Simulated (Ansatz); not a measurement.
Reaction (cleavage of the P–Si bond): `CO[SiH2]P` + CH₃SH → `CSP` + `CO[SiH3]`

Calculated with Ansatz (gas phase, PBE0-D4/def2-TZVP geometries, no zero-point term in ΔE). CBS: MP2 limit from def2 TZ/QZ plus the TZ coupled-cluster correction, frozen cores. This one scheme is used for every species. DFT in def2-TZVPP. B3LYP here is the variant with VWN-RPA as its local correlation; programs differ in this. Each species was taken in one conformer, which may not be the lowest.

`CO[SiH2]P`:

Z-matrix (Å, degrees):
```
C
O 1 1.410
H 1 1.096 2 111.6
H 1 1.091 2 108.1 3 119.4
H 1 1.096 2 111.3 3 -121.4
Si 2 1.642 1 123.0 3 60.2
P 6 2.257 2 110.6 1 -61.6
H 6 1.482 2 105.4 1 174.8
H 6 1.492 2 110.9 1 55.5
H 7 1.420 6 94.4 2 -86.4
H 7 1.421 6 91.9 2 179.6
```

CH₃SH:

```xyz
6

C    -0.223    0.222   -0.378
S     1.000   -0.856    0.401
H    -1.238   -0.129   -0.196
H    -0.027    0.179   -1.449
H    -0.115    1.254   -0.046
H     0.602   -0.670    1.668
```

`CSP`:

Cartesian coordinates in Å:
```
C -0.895 1.006 0.315
S -0.608 -0.485 -0.669
P 1.349 -0.945 -0.043
H -0.187 1.793 0.057
H -0.844 0.791 1.382
H -1.904 1.341 0.068
H 1.163 -2.330 0.209
H 1.926 -1.171 -1.320
```

`CO[SiH3]`:

```xyz
9

C     0.408   -1.210    0.471
O    -0.630   -0.260    0.414
Si   -0.484    1.154   -0.407
H     0.674   -1.576   -0.528
H     0.066   -2.057    1.068
H     1.308   -0.796    0.940
H    -1.768    1.872   -0.239
H    -0.215    0.904   -1.852
H     0.640    1.969    0.132
```

| level | ΔE (kcal/mol) |
| --- | --- |
| B3LYP-D4 | 2.8 |
| PBE0 | 3.8 |
| HF/def2-TZVPP | 1.7 |
| HF/def2-QZVPP | 1.6 |

(1) What does CCSD(T)/CBS give? (Best estimate.)

Largest T1 diagnostic among the species: 0.012.

Answers

(1) Computed: +3.4 kcal/mol. The listed levels differ from it by -0.6, 0.4, -1.7, -1.8 kcal/mol.

In def2-TZVPP, CCSD(T) changes the Hartree–Fock value by +2.3 kcal/mol (the triples alone add +0.0 kcal/mol) and MP2 by +1.2 kcal/mol.
